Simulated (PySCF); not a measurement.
# What a mistake does to a calculation on BC2H6

All numbers below are calculated, not measured. They come from PySCF 2.14.0, an open-source quantum chemistry program, on an isolated molecule that a program drew, which may never have been made. The molecule is BC2H6 (charge 0, doublet), drawn as the SMILES string `[CH2]BC`.

Each row is a Hartree-Fock (HF) and frozen-core CCSD(T) single point in the cc-pVDZ basis, meant for a local HF minimum. Run 1 is clean. Each other run has one planted mistake out of seven kinds, and not every kind appears here: one electron removed, one electron added, multiplicity raised by two, geometry at a saddle point, minimal basis STO-3G, one bond length entered in bohr, all coordinates scaled. The reference is restricted for singlets and unrestricted otherwise, and also for a bond in bohr. Adding or removing an electron swaps singlet and doublet. Electrons count all cores. HOMO and LUMO are orbital energies over both spins, the gradient is its largest component, and the lowest frequency (negative if imaginary) is given only where the gradient is small. Bond lengths are over the 8 bonds as drawn. T1 is the CCSD diagnostic: over 0.02 (restricted) or 0.045 (unrestricted) a single reference is doubtful.

Geometry of the clean run:
```xyz
9
BC2H6, angstrom
C    -0.6018    0.2474    1.1346
B     0.1667    1.3942    1.8278
C     1.5710    1.9216    1.3309
H    -1.5670   -0.1108    1.4808
H    -0.2209   -0.2702    0.2574
H    -0.3319    1.9116    2.7966
H     1.9655    1.4084    0.4505
H     2.3069    1.8355    2.1397
H     1.5063    2.9932    1.1059
```

| run | electrons | basis functions | <S^2> | HOMO (eV) | LUMO (eV) | gradient (hartree/bohr) | lowest frequency (cm^-1) | mean bond (Å) | longest bond (Å) | T1 | HF (hartree) | CCSD(T) (hartree) | mistake |
|---|---|---|---|---|---|---|---|---|---|---|---|---|---|
| 1 | 23 | 72 | 0.757 | -10.72 | 1.40 | 1.8e-05 | 83 | 1.2239 | 1.580 | 0.0106 | -103.88350 | -104.28596 | no fault |
| 2 | 23 | 21 | 0.760 | -9.69 | 5.12 | 2.2e-02 | - | 1.2239 | 1.580 | 0.0107 | -102.63050 | -102.79976 | minimal basis STO-3G |
| 3 | 22 | 72 | 0.000 | -18.18 | -7.85 | 7.0e-02 | - | 1.2239 | 1.580 | 0.0141 | -103.54567 | -103.92542 | one electron removed |
| 4 | 23 | 72 | 0.758 | -10.67 | 1.39 | 2.1e-02 | - | 1.2606 | 1.628 | 0.0113 | -103.87726 | -104.28383 | all coordinates scaled |
| 5 | 23 | 72 | 1.422 | -10.67 | 1.04 | 2.4e-02 | - | 1.3448 | 2.055 | 0.0799 | -103.73779 | -104.15469 | ? |
| 6 | 24 | 72 | 0.000 | -1.07 | 10.08 | 6.3e-02 | - | 1.2239 | 1.580 | 0.0137 | -103.86792 | -104.32184 | ? |

**Which mistake was planted in run 5, and what did it cost?**

The mean bond changes by a factor of 1.099 and the longest by 1.301, so the molecule wasn't scaled as a whole. A length L in bohr read as angstrom grows by (1/0.5292 - 1) L = 0.890 L. The 8 bonds together grew by 8 x 0.1209 = 0.967 Å, which gives L = 1.087 Å. That is the length of one of the C-H bonds, 1.087 Å in the clean geometry. So the mistake is: one bond length entered in bohr. Subtracting run 1 and multiplying by 627.51 kcal/mol a hartree, the energy moved by 91.4 kcal/mol in HF and 82.4 kcal/mol in CCSD(T).

**Which mistake was planted in run 6, and what did it cost?**

It counts 24 electrons, one more than the clean run, at the same geometry and basis. So the mistake is: one electron added. Subtracting run 1 and multiplying by 627.51 kcal/mol a hartree, the energy moved by 9.8 kcal/mol in HF and -22.5 kcal/mol in CCSD(T).

Cautions from the logs. Run 5: T1 is over the limit, so its CCSD(T) energy is less reliable.
